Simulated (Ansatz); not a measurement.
Abridged output of a molecular run in Ansatz:

```
Functional definition: HF
1237 factors; integrals over basis functions are off by at most 7.9e-4 eV
mean field evaluation 1: about -12870.2686 eV, gradient 2.4e1 eV
mean field evaluation 2: about -12870.4291 eV, gradient 2.4e1 eV
mean field evaluation 4: about -12871.8719 eV, gradient 3.5e0 eV
mean field evaluation 8: about -12871.9057 eV, gradient 2.4e-1 eV
mean field -12871.90600395 eV, -473.0338207540 hartree, gradient 2.3e-6 eV, S^2 0.000000; 0 other end points of the search recorded, 0 dependent functions left out
7 core orbitals not correlated: weight in the atoms' cores, before any rotation towards them, 1.000 or more for the frozen orbitals, at most 0.000 for the correlated occupied ones
reference -12871.90600395 eV, -473.0338207540 hartree; 17, 17 occupied and 147, 147 virtual orbitals, 1237 factors
second order -28.92171504 eV of doubles, -0.00000000 eV of singles
cycle   1  -27.70191254 eV  change     1.2e0 eV  update   1.1e-1
cycle   2  -28.36559162 eV  change   -6.6e-1 eV  update   3.3e-2
cycle   3  -28.49475001 eV  change   -1.3e-1 eV  update   1.6e-2
cycle   4  -28.47229956 eV  change    2.2e-2 eV  update   4.4e-3
cycle   5  -28.47070933 eV  change    1.6e-3 eV  update   1.8e-3
cycle   6  -28.47291001 eV  change   -2.2e-3 eV  update   4.8e-4
cycle   7  -28.47271970 eV  change    1.9e-4 eV  update   1.6e-4
cycle   8  -28.47256115 eV  change    1.6e-4 eV  update   6.9e-5
cycle   9  -28.47257206 eV  change   -1.1e-5 eV  update   2.7e-5
perturbative correction -0.93337444 eV, -0.0343008781 hartree
Total energy: -12901.31195046 eV, -474.1144693560 hartree
```

Its atoms:

Cartesian coordinates in Å:
```
F -1.197 1.230 -0.229
C 0.008 0.737 0.026
C 0.279 -0.554 0.045
I -1.120 -2.025 -0.317
H 0.749 1.506 0.217
H 1.281 -0.894 0.259
```

Task: Which basis set was used?
A. cc-pV(Q+d)Z
B. def2-TZVPP
C. def2-SVPD
D. cc-pV(D+d)Z

Result: B. It gives 171 functions.

Task: Write the keys of the input that set method, charge and spin (a neutral closed shell needs none for the last two).

Result: 
```yaml
correlation: {method: ccsd_t}
```
